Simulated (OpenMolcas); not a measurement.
# Mn V: from RASSCF to RASPT2

```json
{
 "Program": "OpenMolcas",
 "Basis": "ANO-RCC-VTZP [6s5p3d2f1g]",
 "Scalar Hamiltonian": "DKH2, point nucleus",
 "Active space": "9 electrons in 8 orbitals (RAS1 3p, at most 2 holes; RAS2 3d)",
 "State averaging": "2S+1 = 4 even, 10 roots; 2S+1 = 2 even, 40 roots",
 "Spin-orbit coupling": "RASSI with atomic mean-field integrals over the reference wave functions, term energies averaged over their components"
}
```

Methods on the same reference wave functions:
A. RASSCF
B. SS-RASPT2, IPEA 0.25 Eh, imaginary shift 0.1 Eh (closed shells correlated: 3s)
C. MS-RASPT2, IPEA 0.25 Eh, imaginary shift 0.1 Eh (closed shells correlated: 3s)

Energies in eV above 3d³ ⁴F_3/2, the measured ground level; measured values from Corliss and Sugar, J. Phys. Chem. Ref. Data 6, 1253 (1977).

```csv
Level,A,B,C,Measured
3d³ ⁴F_3/2,0.0000,0.0000,0.0000,0.0000
3d³ ⁴F_5/2,0.0478,0.0480,0.0479,0.0445
3d³ ⁴F_7/2,0.1127,0.1129,0.1129,0.1035
3d³ ⁴F_9/2,0.1930,0.1928,0.1928,0.1751
3d³ ⁴P_1/2,2.3798,2.117,2.117,2.0376
3d³ ⁴P_3/2,2.3972,2.136,2.136,2.0575
3d³ ⁴P_5/2,2.4575,2.194,2.194,2.1138
3d³ ²G_7/2,2.5989,2.265,2.265,2.2184
3d³ ²G_9/2,2.6668,2.332,2.332,2.2812
3d³ ²P_1/2,3.0881,2.912,2.912,2.8618
3d³ ²P_3/2 [72 %],3.0993,2.910,2.909,2.8416
3d³ ²D_3/2(1) [74 %],3.3739,3.154,3.153,3.0588
3d³ ²D_5/2(1),3.4116,3.179,3.171,3.0537
3d³ ²H_9/2,3.6215,3.142,3.142,3.0965
3d³ ²H_11/2,3.6727,3.192,3.192,3.1410
3d³ ²F_7/2,5.7685,5.131,5.131,5.0119
3d³ ²F_5/2,5.7973,5.160,5.159,5.0470
3d³ ²D_5/2(2),8.5548,7.954,7.963,7.7624
3d³ ²D_3/2(2),8.5950,7.995,7.997,7.7928
```

Deviations, from unrounded energies. A percentage is the sum of absolute deviations over the sum of measured energies, with the sign that they share, or ± where signs differ.

| Against measurement | Levels | A | B | C |
| --- | --- | --- | --- | --- |
| mean absolute deviation (cm-1) | 18 | 3200 | 640 | 640 |
| fine structure of the ground term (%) | 3 | +9.4 | +9.5 | +9.4 |
| other terms of the ground configuration (%) | 15 | +13.1 | +2.6 | +2.6 |

B, C lie about equally close to measurement and A furthest from it. The largest miss of C in the table is 3d³ ²D_3/2(2), by +1600 cm-1. The ranking rests on the paired levels alone, and a cruder setting can come out closer through cancelling errors.

Between B and C the level of the table that moves most is 3d³ ²D_5/2(1), by 71 cm-1 (lowest in C, highest in B). Moves below CASPT2's spread within the term are not significant.

The two smallest mean deviations differ by little beside CASPT2's spread within terms, so their order carries little weight.

From A to B the spin-free energies of the other terms of 3d³ shown, above ⁴F, scale by factors of 0.86 to 0.94, as is usual when dynamic correlation screens the repulsion within a d or f shell.

The lowest spin-free term lies below A's lowest term by 0.260 hartree in B, 0.260 hartree in C.

Term energies are means over components that CASPT2 splits; among the terms shown or strongly mixed into the levels shown the widest spread is 1200 cm-1 (3d³ ⁴F, C). Active for correlation alone: 3p; no level in the range computed is led by a configuration that opens it, so any true level of that kind is missing. Without dynamic correlation excited terms often stand tens of per cent too high (terms of higher spin than the ground term too low), and those without a measured partner can miss by more than the paired ones (holds for A). The CASPT2 spread within a term exceeds the gap to the next term for 3d³ ²D(1) and 3d³ ²H, so the order of their levels is uncertain (holds for C). Computed and measured levels are paired by configuration, term and J; levels that our copy of the source lacks, or whose pairing is in doubt (as where it misses far off the trend of its configuration), stay unpaired and out of the deviations. Levels of configurations outside the active space are missing.

A share in square brackets marks a mixed level and gives the weight of the term that names it, the lowest over the columns. A number in round brackets counts repeated terms of one configuration in the order of the reference energies.
